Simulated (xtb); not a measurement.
C5H9F, SMILES C1C([C@@H](F)C)C1. All values are semi-empirical tight-binding results from xtb (GFN2-xTB unless named), good for trends rather than for accurate numbers. Geometry optimised at GFN2-xTB. The structure was generated by enumeration; whether it is a known compound was not checked. Other conformers were not sampled.

The orbital gap is 9.58 eV and the dipole moment is 2.46 D. The zero-point energy is 80.4 kcal/mol, the G − E(el) at 298.15 K (modified RRHO) is 61.2 kcal/mol and the static polarisability (D4 model) is 58.6 bohr³. The solvation energy, GFN2-xTB/ALPB(water) is -2.6 kcal/mol and the solvation energy, GFN2-xTB/ALPB(ether) is -5.3 kcal/mol.

Computed IR lines (harmonic; lines under 4 % of the strongest left out, lines within 3 cm⁻¹ merged):
ν (cm⁻¹): 342 (w), 461 (w), 491 (w), 908 (s), 983 (w), 1001 (m), 1013 (w), 1077 (w), 1087 (vs), 1100 (w), 1115 (m), 1189 (m), 1245 (w), 1274 (m), 1292 (m), 1396 (m), 1474 (w), 1488 (w), 2902 (s), 3044 (m), 3049 (m), 3054 (s), 3090 (m), 3094 (m), 3098 (m), 3115 (vs) (against the strongest line: vs over 80 %, s over 45 %, m over 15 %, w over 4 %, vw less)
